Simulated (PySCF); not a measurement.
The isolated species `C[O+](C)[GaH2-][F]` is ionised with synchrotron light (hν = 1000.0 eV). Calculated photoelectron kinetic energies of its computed core levels, recoil neglected:

```json
{"line": "1", "kinetic energy (eV)": "706.73"}
{"line": "2", "kinetic energy (eV)": "459.97"}
{"line": "3", "kinetic energy (eV)": "310.17"}
```

The calculation used delta-SCF UKS SCAN, pcX-2 on the ionised atom, pcseg-1 elsewhere, spin-free X2C in PySCF 2.14.0.

Question: Which element, shell and site does each line come from? Numbering: `[CH3:1][O+:2]([CH3:3])[GaH2-:4][F:5]`.

Answer: Against the vacuum level, binding energy = hν − kinetic energy.

```csv
line,binding energy (eV),level,atoms,environment
1,293.27,C 1s,C1/C3,O-methyl carbon
2,540.03,O 1s,O2,oxygen bonded to 2 C and Ga
3,689.83,F 1s,F5,fluorine bonded to Ga
```

Question: Where does line 1 move with hν = 1486.6 eV?

Answer: To 1486.6 − 293.27 = 1193.33 eV; every photoline shifts by the change in photon energy, +486.6 eV.

Question: What is the longest wavelength that can ionise O 1s of O2 (atom 2) vertically?

Answer: λ = hc/E = 12398.42 eV Å / 540.03 eV = 22.959 Å.

Other core shells, valence and Auger electrons aren't listed. Topologically equivalent atoms share the value of their first member; where this conformer doesn't relate them by symmetry, their own values could differ. No level of gallium is listed. One conformer (not necessarily the lowest) at the PBE0-D3(BJ)/def2-SVP geometry, without solvent, vibrations or thermal averaging.

Hardware: one thread, Intel Xeon 6975P-C (x86_64), shared host with 192 logical CPUs at a one-minute load of 68. Cost: 14 s, 0.55 GiB resident at most.

Conformer computed: `[CH3:1][O+:2]([CH3:3])[GaH2-:4][F:5]`: C1–O2–Ga4–F5 -164°.
